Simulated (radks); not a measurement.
All-electron atom: Bi50+ in [Ar] 3d10 4s2 4p3 (the NIST ground configuration). Method: Dirac Kohn-Sham, relativistic LDA (MacDonald-Vosko exchange, VWN5 correlation), spin-unpolarised, spherical densities, finite nucleus; open shells fill j = l - 1/2 first; Fermi nuclear charge, rms radius 5.5211 fm; computed with a radial shooting solver on a logarithmic mesh with Libxc functionals.

Spin-orbit splittings of the eigenvalues, e(l+1/2) - e(l-1/2), with zeta = 2 splitting/(2l+1) and mean radii in bohr:

| shell | occ. | splitting (eV) | zeta (eV) | <r> j=l-1/2 | <r> j=l+1/2 |
|---|---|---|---|---|---|
| 2p | 6 | 2293 | 1529 | 0.05403 | 0.06298 |
| 3p | 6 | 534.2 | 356.1 | 0.1592 | 0.1745 |
| 3d | 10 | 115.6 | 46.24 | 0.1509 | 0.1555 |
| 4p | 3 | 180.3 | 120.2 | 0.3314 | 0.3532 |
